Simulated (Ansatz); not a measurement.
A structure relaxed at PBE0-D4/def2-SVP in Ansatz, charge 0, singlet:

```
atom   x (Å)   y (Å)   z (Å)
 Li1  -0.476   1.652  -2.016
 Li2   2.539   0.919  -2.374
 Li3  -3.208  -1.457   0.582
 Li4   3.084  -1.413   0.494
 Li5   0.038  -1.268   1.646
 Li6   1.197   1.042   0.375
 Li7   0.519  -1.055  -1.197
 Li8  -2.184   1.199   2.408
 Sn9  -1.509   0.380   0.082
```

**Question.** Give its formula.

**Answer.** the cluster Li8Sn.

**Question.** Summarise the bond lengths by kind (pairs closer than 1.2 times the sum of covalent radii, bridged metal pairs left out).

**Answer.** 7 × Li–Li 2.71 to 3.06 Å; 6 × Li–Sn 2.55 to 2.80 Å.

In the def2 sets Sn takes a core potential; there is no spin–orbit coupling. The restricted singlet is unstable towards broken spin symmetry in Hartree–Fock (as tested in another run); at PBE0-D4/def2-SVP this wasn't settled. Another isomer (singlet) lies 0.20 eV lower at PBE0-D4/def2-TZVP; other spin states weren't run for this one.
